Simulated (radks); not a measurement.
Spherical jellium clusters: N electrons in a uniform positive sphere of charge N and radius rs N^(1/3), rs unknown. Method: non-relativistic Kohn-Sham, exchange-only LDA, spin-polarised, spherical densities; computed with a radial shooting solver with Libxc functionals. Levels are named by radial order and angular momentum (1s, 1p, 1d, 2s, ...), and open shells are averaged over m. Each electron was tried in the lowest free levels, single moves between levels near the top were tried too, and the lowest total energy was kept; such a search can miss a lower state. IP is vertical, at fixed background; rs is in bohr. The values of IP (eV) for N = 2 to 12 are 4.573, 3.388, 4.076, 4.465, 3.392, 3.929, 4.260, 2.870, 3.213, 3.478, 3.689. Estimate rs.

Answer. rs = 3.6 bohr. A metal sphere has IP near W + 1/(2R) hartree with R = rs N^(1/3), and both terms fall as rs grows; shell closures ride on that trend.
